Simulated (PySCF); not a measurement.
Zn⁺ (zinc, charge +1): B3LYP calculation

Configuration: [Ar] 3d10 4s1, 2S determinant. All numbers are calculated (PySCF 2.14, scalar relativity by spin-free X2C-1e, in x2c-TZVPall (6s5p4d1f, 48 functions)).

| Item | Value |
| --- | --- |
| Total energy | -1795.609 hartree |
| One-electron energy | -2492.869 hartree |
| Hartree (Coulomb) energy | 769.156 hartree |
| Exchange-correlation energy | -71.895 hartree |
| ⟨S²⟩ | 0.7505 |
| ⟨L²⟩ | 0.000 |
| Sum of ⟨r⟩ | 18.72 bohr |
| Sum of ⟨r²⟩ | 22.36 bohr² |
| Langevin diamagnetic susceptibility | -17.7 ×10⁻⁶ cm³/mol |
| Time after the integrals | 0.71 s of wall time on 1 thread of Intel(R) Xeon(R) 6975P-C (shared host) |

```csv
shell,electrons,mean orbital energy (hartree),"rms radius, mean of both spins (bohr)"
1s α,1,-351.72653,0.0580
1s β,1,-351.72423,0.0580
2s α,1,-43.48179,0.245
2s β,1,-43.48072,0.245
2p α,3,-37.72702,0.219
2p β,3,-37.72659,0.219
3s α,1,-5.31668,0.732
3s β,1,-5.31319,0.732
3p α,3,-3.58989,0.776
3p β,3,-3.58805,0.776
3d α,5,-0.81620,1.03
3d β,5,-0.81088,1.03
4s α,1,-0.56226,2.58
```

Densities and radii are taken from the X2C orbitals without a picture-change correction, which distorts them close to the nucleus.
